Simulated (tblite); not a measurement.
Species: C6H16OSSi.
Structure used (GFN2-xTB), in Å, numbered top down from 1:
```xyz
25
C6H16OSSi angstrom
C      3.852   -0.922    0.837
O      2.471   -0.986    0.628
Si     1.450    0.227    0.312
S      2.410    1.472   -1.181
C     -0.073   -0.680   -0.354
C     -1.435   -0.011   -0.144
C     -1.795    0.006    1.342
C     -2.496   -0.819   -0.900
C     -1.424    1.419   -0.685
H      4.066   -0.542    1.837
H      4.253   -1.930    0.736
H      4.324   -0.268    0.102
H      1.290    1.102    1.475
H      1.347    2.176   -1.527
H      0.066   -0.845   -1.426
H     -0.096   -1.669    0.106
H     -1.071    0.583    1.911
H     -2.777    0.449    1.488
H     -1.813   -1.006    1.740
H     -2.500   -1.853   -0.563
H     -3.487   -0.402   -0.734
H     -2.297   -0.808   -1.970
H     -1.095    1.432   -1.722
H     -0.758    2.049   -0.100
H     -2.423    1.849   -0.641
```

Method: GFN2-xTB as coded in tblite; computed harmonic values from a numerical Hessian at the method's own geometry, unscaled. The method is semi-empirical: single wavenumbers can be off by several per cent or more. Modes of hydrogen on silicon and sulfur can be 10 to 20 % off. One conformer, not necessarily the lowest.

Harmonic wavenumbers (cm⁻¹): 37.4, 66.0, 88.3, 105.3, 114.3, 129.0, 158.4, 171.7, 197.7, 222.8, 241.0, 264.6, 280.9, 328.1, 331.2, 402.7, 412.8, 457.0, 493.3, 676.5, 682.2, 720.4, 747.3, 774.2, 807.2, 836.1, 959.5, 965.9, 966.4, 980.9, 1027.2, 1036.9, 1112.4, 1131.3, 1133.9, 1158.9, 1198.2, 1273.1, 1291.8, 1302.1, 1407.5, 1409.7, 1417.2, 1430.2, 1466.3, 1478.9, 1483.0, 1493.5, 1496.0, 1498.2, 1509.0, 1511.9, 1515.9, 2228.7, 2495.8, 2951.6, 2962.4, 2973.2, 2982.6, 2997.8, 3021.3, 3025.2, 3025.6, 3029.9, 3032.5, 3034.6, 3037.0, 3039.3, 3053.7.

A = 1775, B = 654.3, C = 546.3 MHz; mass 164.069 u (most abundant isotopes); point group C1, symmetry number 1.

Q: Zero-point energy?

A: Half the sum of the wavenumbers: 45647 cm⁻¹ = 546.06 kJ/mol.

Q: What is S at 350 K and 1 bar for an ideal gas of classical rigid rotors and harmonic oscillators?

A: Translation 175.80, rotation 130.05, vibration 222.22: S = 528.1 J/(mol K).

Q: And Cp and H(350 K) − H(0)?

A: Cp = 240.77 J/(mol K), of which vibrations give 207.51 (their classical limit is 69 R = 573.7); H(350 K) − H(0) = 51.26 kJ/mol without the zero-point energy, 39.62 from vibrations.

Q: Which modes carry the vibrational entropy at 350 K?

A: 37.4 cm⁻¹: 23.89; 66.0 cm⁻¹: 19.19; 88.3 cm⁻¹: 16.79; 105.3 cm⁻¹: 15.34; 114.3 cm⁻¹: 14.67; 129.0 cm⁻¹: 13.69 J/(mol K); the other 63 give 118.66 together.

Q: How do the functions run with temperature in this model?

A: 
```csv
T (K),S (J/(mol K)),Cp (J/(mol K)),H − H(0) (kJ/mol),G − H(0) (kJ/mol),ln q(vib)
100,321.9,109.6,6.83,-25.36,2.72
200,416.2,165.8,20.76,-62.48,7.03
300,492.9,215.9,39.84,-108.03,11.14
500,625.7,308.4,92.61,-220.23,18.76
800,793.2,404.6,200.68,-433.89,29.14
1000,888.4,448.3,286.18,-602.25,35.45
```

q(vib) and H(0) count from the zero-point level.

Hindered rotation and anharmonicity are outside this model. Other conformers, if any are populated, would add a mixing term that is left out. The structure is chiral; the term R ln 2 for an equal mix with its mirror image is left out.
